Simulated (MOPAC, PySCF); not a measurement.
[Cu(C2H4)(H)], neutral singlet in the gas phase. 

Cartesian coordinates (Å):
```xyz
8

Cu     0.0812     0.0132    -0.0087
C     -0.2081     0.7912    -1.9138
C     -1.4186     0.3824    -1.3991
H      0.1201     1.8362    -1.8410
H      0.3813     0.1406    -2.5729
H     -1.8331    -0.6072    -1.6309
H     -2.0943     1.0884    -0.8990
H      0.7807    -0.4350     1.2796
```
Charge 0, spin multiplicity 1.

All levels are single points at this geometry (TPSS-D3(BJ)/def2-SVP); Pople sets use spherical d functions. Orbital energies aren't observables, and empty levels follow the basis.

| level | HOMO (eV) | LUMO (eV) | gap (eV) | dipole (D) | vertical IE, Delta-SCF (eV) |
|---|---|---|---|---|---|
| TPSSh-D3(BJ)/def2-TZVP in PySCF | -5.79 | -2.21 | 3.58 | 4.29 | – |
| B3LYP/6-311+G** (LANL2DZ on Cu) in PySCF | -6.20 | -2.14 | 4.06 | 4.61 | – |
| B3LYP/6-31G* (LANL2DZ on Cu) in PySCF | -6.16 | -1.97 | 4.19 | 4.91 | 8.74 |
| B3LYP/LANL2DZ in PySCF | -6.19 | -2.10 | 4.09 | 4.79 | – |
| BP86/6-31G* (LANL2DZ on Cu) in PySCF | -5.42 | -2.78 | 2.65 | 4.58 | – |
| M06-2X/6-31G* (LANL2DZ on Cu) in PySCF | -7.15 | -0.95 | 6.21 | 5.33 | – |
| PBE/6-31G* (LANL2DZ on Cu) in PySCF | -5.30 | -2.68 | 2.61 | 4.55 | 8.71 |
| SVWN5/6-31G* (LANL2DZ on Cu) in PySCF | -5.51 | -2.91 | 2.59 | 4.50 | 8.96 |
| HF/3-21G in PySCF | -8.82 | 0.03 | 8.85 | 2.88 | – |
| HF/6-31G* (LANL2DZ on Cu) in PySCF | -8.48 | 1.33 | 9.80 | 6.04 | 7.28 |
| HF/STO-3G in PySCF | -4.88 | 3.33 | 8.20 | 1.56 | – |
| PM6 in MOPAC | -8.22 | 0.75 | 8.97 | 2.02 | – |
| PM7 in MOPAC | -8.68 | -0.68 | 8.00 | 5.35 | – |
